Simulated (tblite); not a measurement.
BBr3, singlet, at a GFN2-xTB geometry; GFN1-xTB with ALPB(water) run with tblite.

Here is a job for tblite.
```
$ tblite run mol.xyz --method gfn1 --charge 0 --spin 0 --alpb water --json tblite.json --no-restart

# file mol.xyz
4

B      0.01808306    -0.01978242    -0.03760993
Br    -1.50731106    -1.11118164    -0.13755349
Br     0.01971195     1.66670358    -0.86448993
Br     1.48501581    -0.55269588     1.00741627
```

The log (banner, timings and long lists left out):

```
xTB calculator
 | screened Coulomb repulsion
 | Coulomb electrostatics
 |  * isotropic Klopman-Ohno-Mataga-Nishimoto electrostatics
 |  * onsite third-order electrostatics
 | DFT-D3(BJ) dispersion correction
 | Interactions (3)
 | [1] alpb/gbsa reaction field model
 | [2] cds contribution to solvation
 | [3] empirical free energy shift and standard state/solvent correction

halogen bonding energy    0.0000000000000E+00 Eh
repulsion energy          7.2178468121923E-02 Eh
dispersion energy        -1.9444452026674E-03 Eh
interaction energy       -3.0184080287774E-03 Eh
number of electrons       2.4000000000000E+01 e
integral cutoff           2.1261634374110E+01 bohr

------------------------------------------------------------
  cycle        total energy    energy error   density error
------------------------------------------------------------
      1     -13.04476472867  -1.3111980E+01   4.1693742E-01
      2     -13.12132800299  -7.6563274E-02   2.6162136E-01
      3     -13.12679672009  -5.4687171E-03   1.3753054E-01
      4     -13.12799865468  -1.2019346E-03   2.2412911E-02
      5     -13.12859671289  -5.9805821E-04   1.7432676E-03
      6     -13.12860033452  -3.6216260E-06   1.5293306E-04
      7     -13.12860035428  -1.9759014E-08   6.7546159E-05
      8     -13.12860035947  -5.1921667E-09   1.7697675E-06
------------------------------------------------------------

electronic energy        -1.3195815974358E+01 Eh
total energy             -1.3128600359468E+01 Eh

Post processing:
 | Mayer-Wiberg bond orders

[Info] JSON dump of results written to 'tblite.json'
```
